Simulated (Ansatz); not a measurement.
Born–Oppenheimer molecular dynamics of ClF₂H₃OSTi (9 atoms, charge 0, multiplicity 1). It starts at the highest image of a converged band. Of that band: A structure lower than the first end lies on the path between it and the top, so the climb from that side starts below the end, which may itself be a saddle point or a shallow side well. A vibrational analysis at the climbing image gives one clearly imaginary mode, 339i cm⁻¹: a first-order saddle point.

All numbers below come from Ansatz 0.2.0, RKS PBE0-D4/def2-SVP.

```
ensemble                      : NVE (velocity Verlet)
time step                     : 0.5 fs
steps asked                   : 200
starting velocities drawn for : 100 K
seed                          : 2911
```

First frame:

```xyz
9
Properties=species:S:1:pos:R:3
Ti 0.232 -0.407 -0.070
Cl -0.709 -0.630 2.450
F 1.125 -0.487 -1.544
F 0.011 1.292 0.149
O -1.197 -1.334 -0.474
H -1.977 -1.375 0.096
S 1.935 -1.685 1.220
H 1.441 -2.846 0.728
H 0.611 -1.341 2.189
```

**Question.** How far do the bonds stretch over the last three quarters of this one trajectory? (Pairs bonded in most of those frames.)

**Answer.** 
| bond | mean (Å) | spread (Å) | shortest | longest |
| --- | --- | --- | --- | --- |
| Ti1–Cl2 | 2.765 | 0.053 | 2.72 | 2.91 |
| Ti1–F3 | 1.724 | 0.008 | 1.71 | 1.74 |
| Ti1–F4 | 1.729 | 0.019 | 1.70 | 1.76 |
| Ti1–O5 | 1.749 | 0.011 | 1.73 | 1.76 |
| Ti1–S7 | 2.458 | 0.044 | 2.40 | 2.54 |
| Cl2–H9 | 1.430 | 0.044 | 1.36 | 1.51 |
| O5–H6 | 0.966 | 0.007 | 0.95 | 0.98 |
| S7–H8 | 1.355 | 0.009 | 1.34 | 1.37 |

Mean temperature of the second half: 75 K. The conserved energy stayed within 0.021 meV per atom of its start (net change 0.016 meV per atom), so the integration is sound. A run of 0.1 ps of so small a system gives no equilibrium averages. The orbitals stay closed-shell, which can raise the energy where a bond breaks towards radicals; this wasn't checked here.

Run time: 8 min on 4 threads of Arm Neoverse V2 (shared host), peak memory 0.36 GiB.
